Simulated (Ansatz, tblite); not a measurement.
Adding an electron: the cluster Ag2Br⁺. Charge 1, multiplicity 1. Geometry: PBE0-D4/def2-TZVP. Ansatz, gas phase; energy differences of separate SCF runs; the reduced species was run as a doublet alone.

```xyz
3

Ag   -1.422   -0.681   -1.402
Ag    1.925    0.089    0.859
Br   -0.503    0.592    0.543
```

In the def2 sets Ag takes a core potential; there is no spin–orbit coupling. The xTB rows come from tblite. The structure comes from a short search, and lower isomers may exist.

| level | −HOMO (eV) | −LUMO (eV) | vertical EA (eV) | HOMO–LUMO gap (eV) |
| --- | --- | --- | --- | --- |
| GFN1-xTB | 17.18 | 14.48 | 10.87 | 2.70 |
| GFN2-xTB | 16.19 | 11.84 | 9.51 | 4.35 |
| PBE-D4/def2-TZVP | 11.38 | 8.60 | 6.34 | 2.79 |
| r2SCAN-D4/def2-TZVP | 11.53 | 8.22 | 6.18 | 3.30 |
| PBE0-D4/def2-TZVP | 12.47 | 7.52 | 5.94 | 4.95 |

  Raw xTB energy differences between charge states are shifted by several eV; the methods need an empirical correction for them.
